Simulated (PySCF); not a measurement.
Compound: C9H7 (doublet state).
SMILES with atom numbers: `[CH:1]#[C:2]/[CH:3]=[C:4](\[C:5]#[CH:6])[C:7]([CH2:8])=[CH2:9]` (hydrogens: H10 on C1; H11 on C3; H12 on C6; H13, H14 on C8; H15, H16 on C9)

Cartesian coordinates in Å at the GFN2-xTB level; atoms count from 1:
```xyz
16
C9H7 angstrom
C      2.023    2.380    1.824
C      1.652    1.566    1.021
C      1.252    0.613    0.072
C      0.026    0.051    0.054
C     -0.952    0.416    1.007
C     -1.793    0.707    1.813
C     -0.371   -0.953   -0.960
C      0.558   -1.870   -1.407
C     -1.671   -0.938   -1.423
H      2.338    3.090    2.529
H      1.986    0.352   -0.679
H     -2.521    0.969    2.521
H      1.557   -1.909   -1.013
H      0.291   -2.601   -2.148
H     -1.998   -1.642   -2.167
H     -2.385   -0.222   -1.059
```

The hyperfine couplings belong to this conformer and change with its torsions.

Method: UKS B3LYP, pcH-1 on C H, non-relativistic, mean-field spin-orbit, GIAO in PySCF. Geometry: GFN2-xTB, one conformer, isolated molecule. A GFN2-xTB geometry isn't a minimum of the functional, and hyperfine couplings can be far from their values at a DFT geometry. The frame is twisted about the C4–C7 bond at this geometry (dihedral C5–C4–C7–C9 = 35°); couplings at other torsion angles weren't computed. No stability test was run, so a lower SCF solution isn't excluded. ⟨S²⟩ is 0.785 where a pure state has 0.75.

**Question.** Give the principal g shifts and their parts.

**Answer.** 
```csv
Δg (ppm),1,2,3
relativistic mass correction,-136,-136,-136
gauge correction,3,27,37
orbital Zeeman/spin–orbit,9,577,629
total,-124,468,530
```

So g = 2.00220, 2.00279, 2.00285 and g_iso = 2.00261; the tensor is close to axial: the two nearest values differ by 10 % of g3 − g1. Axes: g2 points within 3° of the C9–H15 bond.

**Question.** How much does each term add to the isotropic shift?

**Answer.** The orbital-Zeeman/spin–orbit term 405, the mass correction -136 and the gauge correction 23 ppm, for a total of 292 ppm. The orbital-Zeeman/spin–orbit term is the largest in size. The mass correction is the same along every axis, so the anisotropy comes from the other two: their spans along these axes are 34 (gauge) and 620 ppm (orbital Zeeman/spin–orbit).

**Question.** At 9.394 GHz, how far is the centre of the isotropic spectrum from where a free electron (g = 2.002319) resonates?

**Answer.** B = hν/(g μB) with μB/h = 13.99624 MHz/mT gives 335.20 mT for the free electron and 335.15 mT at g_iso, 0.05 mT lower.

**Question.** What effective moment and Curie constant follow for a powder?

**Answer.** With the mean of g² = 4.0105 and S(S+1) = 0.75: μ_eff = √(⟨g²⟩S(S+1)) = 1.734 μB and χT = 0.12505·⟨g²⟩·S(S+1) = 0.376 cm³ K/mol (cgs; spin-Hamiltonian part alone).

**Question.** In a frozen sample, at which fields do the three g values resonate at 9.5, 34, 94 and 263 GHz (hyperfine left aside), and which band first spreads them over more than twice a line width of 1.0 mT?

**Answer.** 
```json
{"band": "X", "GHz": "9.5", "B(g3) mT": "338.89", "B(g2) mT": "338.90", "B(g1) mT": "339.00", "spread mT": "0.11"}
{"band": "Q", "GHz": "34.0", "B(g3) mT": "1212.88", "B(g2) mT": "1212.92", "B(g1) mT": "1213.28", "spread mT": "0.40"}
{"band": "W", "GHz": "94.0", "B(g3) mT": "3353.27", "B(g2) mT": "3353.37", "B(g1) mT": "3354.36", "spread mT": "1.10"}
{"band": "J", "GHz": "263.0", "B(g3) mT": "9382.01", "B(g2) mT": "9382.30", "B(g1) mT": "9385.07", "spread mT": "3.07"}
```

The spread grows in proportion to the frequency. J band is the first where it exceeds 2.0 mT.

The Mulliken spin populations are largest on C9 (+0.70), C8 (+0.70) and C7 (-0.26). The angles at C9 add up to 360.0°, so it is planar; its axial dipolar tensor and the negative couplings of its protons fit spin in a p orbital normal to that plane.

The HOMO–LUMO gaps are 3.77 eV among the α and 3.89 eV among the β orbitals.
